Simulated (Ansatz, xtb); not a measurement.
Two structures of C2H3AlO+

Structure a: a doublet given by its coordinates. Structure b: a doublet given by its coordinates. Both are isolated ions in the gas phase, relaxed with B3LYP/6-31G*.

a (Å):

```xyz
7

C    -1.0718   -0.3365    1.0379
C    -1.5685   -1.5007    0.6337
Al   -3.3402   -1.0775    1.3551
O    -2.0903    0.5155    1.5994
H    -1.8018    1.0659    2.3540
H    -0.0823    0.1128    0.9852
H    -1.0354   -2.2835    0.1110
```

Close contacts (Å): C1–C2 1.33, C1–O4 1.44, C2–Al3 1.96, Al3–O4 2.04, C1–H6 1.09, C2–H7 1.08, O4–H5 0.98.

b (Å):

```xyz
7

C    -1.4804   -1.4789    0.7690
C    -1.1575   -0.1275    1.2677
Al   -1.9462    2.7296    2.3609
O    -1.8863    0.7773    1.6269
H    -1.0290   -1.5964   -0.2251
H    -0.9842   -2.2133    1.4173
H    -2.5622   -1.6527    0.7332
```

Close contacts (Å): C1–C2 1.48, C2–O4 1.22, Al3–O4 2.09, C1–H5 1.10, C1–H6 1.10, C1–H7 1.10.

Energies in hartree; the thermal terms are from B3LYP/6-31G* harmonic frequencies (ideal gas, rigid rotor, one conformer each, 298.15 K, 1 atm) and include the zero-point energy:

```
                              a           b
E, CCSD(T)/def2-SVP  −394.301781  −394.319395
    E, MP2/def2-SVP  −394.254136  −394.265672
  E, MP2/def2-TZVPP  −394.630839  −394.634074
  zero-point energy     0.045903     0.044077
       H(298 K) − E     0.051402     0.050970
       G(298 K) − E     0.018264     0.013958
```

Question: Correct the CCSD(T) difference for the basis set by the MP2 change, then work out ΔE, ΔE₀, ΔH and ΔG for a → b in kJ/mol (1 Eh = 2625.50 kJ/mol) and the equilibrium ratio [b]/[a].

Answer: 1. Differences b − a: CCSD(T) −0.017614, MP2 in the small set −0.011536, MP2 in the large set −0.003235 Eh.
2. ΔE = −0.017614 + (−0.003235 − (−0.011536)) = −0.009313 Eh = −24.45 kJ/mol.
3. ΔE₀ = ΔE + ΔZPE = −0.009313 + (−0.001826) Eh = −29.25 kJ/mol.
4. ΔH = ΔE + (−0.000432) Eh = −25.59 kJ/mol.
5. ΔG = ΔE + (−0.004306) Eh = −35.76 kJ/mol, so ΔS = (ΔH − ΔG)/T = +34.1 J/(mol K).
6. kT = 0.9442 mEh, so K = [b]/[a] = exp(−ΔG/kT) = exp(+14.42) ≈ 1.8 × 10^6.

Structure b is favoured at this temperature. An error of 4 kJ/mol in ΔG would change K by a factor of 5. The basis-set step is large, which makes the value less sure. Mirror images and further conformers aren't counted.

Other levels gave ΔE = −63.5 (B3LYP/6-31G*); −68.0 (HF/def2-SVP); −30.3 (MP2/def2-SVP); −46.2 (CCSD(T)/def2-SVP) kJ/mol. Open shells are spin-unrestricted. The correlated steps freeze 8 core orbitals. Programs: Ansatz 0.2.0.
